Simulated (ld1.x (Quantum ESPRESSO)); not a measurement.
Pseudopotential generation for lanthanum (La): TM, LDA (PZ), scalar-relativistic.

ld1.x (Quantum ESPRESSO) 7.5 was run on this input:

```
&input
   title='La', zed=57., rel=1, dft='PZ', iswitch=3,
   config='[Xe] 4f1 5d0 6s2 6p0',
   nld=4, rlderiv=4.55, eminld=-3.0, emaxld=5.0, deld=0.02
 /
 &inputp
   pseudotype=2, tm=.true., lloc=0,
   nlcc=.true., new_core_ps=.true., rcore=0.70,
   file_pseudopw='La.UPF', file_wfcaegen='ae.wfc', file_wfcncgen='nc.wfc', file_beta='beta', file_chi='chi'
 /
4
5P  2  1   6.00   0.00  1.70  1.70  0.0
5D  3  2   0.00   0.00  4.20  4.20  0.0
4F  4  3   1.00   0.00  1.20  1.20  0.0
6S  1  0   2.00   0.00  3.80  3.80  0.0
 &test
   configts(1)='4f1 5p6 5d0 6s2 6p0'
 /
```

Command:

```bash
ld1.x < La.in > La.out
```

Resulting log (shortened: banner, matrices, multipoles, cross overlaps and the repeated all-electron block are left out):

```
[... start of the log left out ...]
     s(5S/5S) =  1.000000  <r> =   1.5846  <r2> =    2.8257  r(max) =   1.4290
     s(5P/5P) =  1.000000  <r> =   1.8586  <r2> =    3.9273  r(max) =   1.6192
     s(4D/4D) =  1.000000  <r> =   0.7737  <r2> =    0.6953  r(max) =   0.6750
     s(4F/4F) =  1.000029  <r> =   1.5767  <r2> =    4.2871  r(max) =   0.7745
     s(5D/5D) =  1.000000  <r> =   3.3684  <r2> =   13.8611  r(max) =   2.4156
     s(6S/6S) =  1.000000  <r> =   4.5823  <r2> =   23.7759  r(max) =   3.9332
     s(6P/6P) =  1.000000  <r> =   6.2062  <r2> =   43.9427  r(max) =   5.2433

     ------------------------ End of All-electron run ------------------------

     --------------------- Generating NC pseudopotential ---------------------

      Generating local pot.: lloc=0, matching radius rcloc =   3.8000

      Computing core charge for nlcc:

       r > 0.70 : true rho core
      Core charge pseudized with two Bessel functions
      Integrated core pseudo-charge :  25.13

      Wfc   5P  rcut= 1.702  Using Troullier-Martins method

      Wfc   5D  rcut= 4.187  Using Troullier-Martins method

      Wfc   4F  rcut= 1.200  Using Troullier-Martins method

     ------------------- End of pseudopotential generation -------------------

     Computing logarithmic derivative in   4.54132

 %%%%%%%%%%%%%%%%%%%%%%%%%%%%%%%%%%%%%%%%%%%%%%%%%%%%%%%%%%%%%%%%%%%%%%%%%%%%%%
     Error in routine run_pseudo (1):
     Errors in PS-KS equation
 %%%%%%%%%%%%%%%%%%%%%%%%%%%%%%%%%%%%%%%%%%%%%%%%%%%%%%%%%%%%%%%%%%%%%%%%%%%%%%

     stopping ...
```

The run stopped because the pseudo-atom solver did not find the valence states with the expected number of nodes, which is the usual sign of a ghost state.

The run took about 0.55 s on one core of a shared server CPU.
